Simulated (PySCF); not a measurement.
Predicted microwave data (CAM-B3LYP/def2-SVPD in PySCF (dipole) on a GFN2-xTB geometry, gas phase) for one isomer of C3H10FNSi2:

- Rotational constants: A = 2999, B = 976.9, C = 755.3 MHz
- Dipole components: |μa| = 1.38 D, |μb| = 0.64 D, |μc| = 0.17 D
- Inertial defect: -16.77 u·Å²
- κ: -0.80

Task: Which candidate fits, each taken in the one conformer that was computed?
A. `[CH2:1]=[CH:2][CH2:3][N:4]([SiH3:5])[SiH2:6][F:7]` with C1–C2–C3–N4 -122°, C2–C3–N4–Si5 -83°, C3–N4–Si6–F7 176°
B. `[CH3:1]/[CH:2]=[CH:3]/[N:4]([SiH3:5])[SiH2:6][F:7]` with C2–C3–N4–Si5 11°, C3–N4–Si6–F7 175°

Result: B. It is C/C=C/N([SiH3])[SiH2]F, an asymmetric top, point group C1. The candidates at the same level (rigid rotor, commonest isotopes):

```csv
SMILES,A (MHz),B (MHz),C (MHz),μa (D),μb (D),μc (D),Δ (u·Å²),point group,rotor
C/C=C/N([SiH3])[SiH2]F,2999,976.9,755.3,1.38,0.64,0.17,-16.77,C1,asymmetric top
C=CCN([SiH3])[SiH2]F,2258,1251,889.0,2.09,0.11,0.39,-59.28,C1,asymmetric top
```

`C=CCN([SiH3])[SiH2]F` has B 28 % too high. No structure here is proved a minimum.
